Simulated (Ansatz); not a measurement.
Reaction 5 R1 + R2 → P1 + P2 + P3 + 3 P4, each structure at its B3LYP-D3(BJ)/def2-SVP stationary point, reached from a drawn start (curvature not checked).
R1, H2 (SMILES [H][H]) (charge 0, multiplicity 1):
```xyz
2

H      0.0000     0.0000     0.3804
H      0.0000     0.0000    -0.3804
```
P1: H2O (SMILES O), charge 0, multiplicity 1.
P2: HCl (SMILES Cl), charge 0, multiplicity 1.
P3: NH3 (SMILES N), charge 0, multiplicity 1.
P4: SiH4 (SMILES [SiH4]), charge 0, multiplicity 1.
R2, ClH8NOSi3 (SMILES [SiH3]N[SiH](Cl)O[SiH3]) (charge 0, multiplicity 1):
```xyz
14

Si     0.12847    -0.45292    -0.44940
O      1.48071     0.39434    -0.04293
Si     3.00680     0.17775     0.60386
N     -1.24867     0.35867     0.17540
Si    -2.89799     0.33384    -0.41272
Cl     0.37538    -2.36008     0.37753
H     -0.01347    -0.63046    -1.90732
H      3.74278    -0.88267    -0.13901
H      3.72651     1.47235     0.47655
H      2.90579    -0.19761     2.04157
H     -1.09579     0.81228     1.07556
H     -3.44294     1.71957    -0.50256
H     -2.86140    -0.28701    -1.76498
H     -3.80618    -0.45796     0.46833
```

P less R. No zero-point or thermal terms. One arrangement of each flexible species, with no search for the lowest.

Frozen-core correlation throughout.

The values were computed with Ansatz (a first-principles code). No computed number here is a measurement.

Total energies in hartree:

```
structure  PBE/def2-TZVPP  PBE0/def2-TZVPP  CCSD(T)/cc-pV(T+d)Z
---------  --------------  ---------------  -------------------
R1              -1.166089        -1.168332            -1.172125
P1             -76.380213       -76.380639           -76.332119
P2            -460.627433      -460.665390          -460.339697
P3             -56.510747       -56.515440           -56.473040
P4            -291.721820      -291.756561          -291.439958
R2           -1462.956029     -1463.092176         -1461.723706
```

Work out the reaction energy at each level in eV (1 hartree = 27.21139 eV), and say how far PBE/def2-TZVPP lies from CCSD(T)/cc-pV(T+d)Z.


- PBE/def2-TZVPP: 3 × (-291.721820) + (-76.380213) + (-460.627433) + (-56.510747) − (-1462.956029) − 5 × (-1.166089) = 0.102621 hartree = 2.792 eV
- PBE0/def2-TZVPP: 3 × (-291.756561) + (-76.380639) + (-460.665390) + (-56.515440) − (-1463.092176) − 5 × (-1.168332) = 0.102684 hartree = 2.794 eV
- CCSD(T)/cc-pV(T+d)Z: 3 × (-291.439958) + (-76.332119) + (-460.339697) + (-56.473040) − (-1461.723706) − 5 × (-1.172125) = 0.119601 hartree = 3.255 eV
PBE/def2-TZVPP less CCSD(T)/cc-pV(T+d)Z: -0.463 eV. CCSD(T)/cc-pV(T+d)Z is the level counted from, the highest shown, and no exact or measured value.
